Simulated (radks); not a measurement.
Values are calculated unless marked as measured or tabulated.
The niobium ion Nb3+, 38 electrons, occupied as [Kr] 4d2.

Code: a radial shooting solver on a logarithmic mesh with Libxc functionals. Model: scalar-relativistic Kohn-Sham, LDA (Slater exchange, Perdew-Wang correlation), spin-polarised, spherical densities, finite nucleus; open shells are filled with parallel spins first (spin-orbit coupling, left out, can overturn this in heavy ions); Fermi nuclear charge, rms radius 4.324 fm.

Energy parts (eV):
total: -103779.610
kinetic: 106823.087
electron-nucleus: -248960.246
Hartree: 41450.944
exchange-correlation: -3093.396

Orbitals (lengths in bohr, moments of r in powers of bohr; r(90%) holds 90 % of the orbital's charge):
orbital  occ.  eigenvalue (eV)   <1/r>      <r^4>  r(90%)
1s down     1        -18812.62   42.35  8.018e-06  0.0647
1s up       1        -18812.62   42.35  8.018e-06  0.0647
2s up       1        -2659.363   9.514   0.001499   0.244
2s down     1        -2659.132   9.514   0.001499   0.244
2p up       3        -2379.821   9.267   0.001073   0.225
2p down     3        -2379.643   9.268   0.001073   0.225
3s up       1        -469.2828   3.248    0.07942   0.657
3s down     1        -469.1162   3.248    0.07934   0.657
3p up       3        -377.9258   3.089    0.08836   0.676
3p down     3        -377.7440   3.089    0.08822   0.676
3d up       5        -228.1028   2.855     0.1005   0.695
3d down     5        -227.8556   2.855     0.1001   0.695
4s up       1         -89.5783   1.187      3.341    1.67
4s down     1         -88.3067   1.191      3.303    1.66
4p up       3         -65.3540   1.053      5.358    1.88
4p down     3         -63.9680   1.058      5.307    1.88
4d up       2         -31.4397  0.7668      19.99    2.63
4d down     0         -29.9348  0.7663      20.80    2.65

The highest occupied level is 4d up at -31.440 eV. The spin density at the nucleus is -1.461 e/bohr^3 (1s -0.029, 2s -0.325, 3s 0.060, 4s -1.167). Summed over all electrons, <r^2> = 25.19 bohr^2, which gives a Langevin (diamagnetic) susceptibility term of -20 x 10^-6 cm^3/mol.
